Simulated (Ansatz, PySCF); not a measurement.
C3H12BGeNO (SMILES CO[B]([GeH3])N(C)C), singlet, at a GFN2-xTB geometry, with bond 12-8 at 1.8 times its length. Base run: CASSCF(4,4)/STO-3G (PySCF).

The PySCF input:
```python
from pyscf import gto, scf, mcscf
import numpy

mol = gto.Mole()
mol.atom = '''
    B    -0.07806076   -0.34658036   -0.12462851
    Ge    0.83645801    1.44639869   -0.37527509
    H     1.61111197    1.57209599   -1.64898604
    H    -0.03073443    2.67968621   -0.40327159
    H     1.84559020    1.87316706    0.66062972
    N    -0.84017596   -0.66527502    1.00629025
    C    -1.04610952    0.28575786    2.07852990
    C    -1.52853465   -1.90471269    1.30508020
    H    -2.11446748    0.48858309    2.20680870
    H    -0.66019137   -0.11471216    3.02177749
    H    -0.53697075    1.22217592    1.86300628
    H    -0.89205148   -2.63124937    3.02472303
    H    -2.60655154   -1.72713956    1.39291397
    H    -1.36127650   -2.64731389    0.53516615
    O     0.20646216   -1.08755908   -1.22197082
    C    -0.15747542   -2.38774247   -1.60649582
    H     0.27467661   -2.56112549   -2.59456711
    H     0.24377770   -3.13573035   -0.91550004
    H    -1.24413168   -2.49561750   -1.67742049
'''
mol.basis = 'sto-3g'
mol.verbose = 3
mol.build()

mf = scf.RHF(mol)
mf.kernel()
mc = mcscf.CASSCF(mf, 4, 4)
mc.fix_spin_(ss=0.0)
mc.kernel()
occ = numpy.linalg.eigvalsh(mc.fcisolver.make_rdm1(mc.ci, mc.ncas, mc.nelecas))[::-1]
ss = mc.fcisolver.spin_square(mc.ci, mc.ncas, mc.nelecas)[0]
print('natural occupations', occ.round(4), ' <S^2>', round(ss, 4))
```

Programs used: Ansatz (an electronic-structure program), PySCF; a row that names a program was run with it.

The base run was repeated with changes; each row names its change, and settings that it needs were set with it.

```
change                                                ΔE vs base (kcal/mol)                      natural occupations  <S^2> of the state
----------------------------------------------------  ---------------------  ---------------------------------------  ------------------
base                                                                  0.000                      1.99 1.72 0.28 0.01                0.00
active space = 6 electrons, 7 orbitals                               -14.60       1.98 1.98 1.72 0.28 0.02 0.02 0.00                0.00
solver = newton                                                       0.000                      1.99 1.72 0.28 0.01                0.00
active space = 4 electrons, 5 orbitals                                -0.74                 1.99 1.72 0.28 0.01 0.00                0.00
state_average = 2 states                                              11.22                                        -                   -
orbitals = fixed (CASCI)                                              37.80                      2.00 1.89 0.11 0.00                0.00
code = ansatz; correction = SC-NEVPT2, all electrons                 -196.4                                        -                   -
active space = 8 electrons, 8 orbitals                               -22.08  1.98 1.98 1.98 1.72 0.28 0.02 0.02 0.02                0.00
code = ansatz                                                         -3.27                                        -                   -
fix_spin_ = off                                                       0.000                      1.99 1.72 0.28 0.01                0.00
active space = 8 electrons, 6 orbitals                                -2.28            2.00 1.99 1.99 1.72 0.28 0.02                0.00
```

Active orbitals are taken around the Fermi level unless the row says otherwise; CASSCF can end in different local minima, and two programs can end on different orbitals. State-averaged rows give the lowest state.
